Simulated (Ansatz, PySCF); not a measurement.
C2Fe, SMILES [C]1[C][Fe]1, multiplicity 5. Atoms are numbered in the order given.

```xyz
3

Fe     0.0000     0.0000     0.5410
C      0.0000     0.6381    -1.2706
C      0.0000    -0.6381    -1.2706
```
Charge 0, spin multiplicity 5.

Coordinates come from a B3LYP-D3(BJ)/def2-TZVP optimisation. The spin state was assumed, not searched.

Two levels are set side by side: PBE-D3(BJ)/def2-TZVP (Ansatz, an electronic-structure program) and B3LYP-D3(BJ)/def2-TZVP (Ansatz). Each level has its own optimised geometry; the coordinates shown are those of the second. Frequencies come from the Hessian of PySCF at each geometry. Differences are taken from unrounded values.

```csv
quantity,B3LYP-D3(BJ),PBE-D3(BJ),PBE-D3(BJ) minus B3LYP-D3(BJ)
mean bond length (Å),1.706,1.691,-0.015
bond Fe1–C2 (Å),1.921,1.889,-0.032
bond Fe1–C3 (Å),1.921,1.889,-0.032
bond C2–C3 (Å),1.276,1.295,0.019
highest harmonic wavenumber (cm⁻¹),1748,1655,-94
mean harmonic wavenumber (cm⁻¹),916,892,-24
zero-point energy (kcal/mol),3.93,3.82,-0.10
```
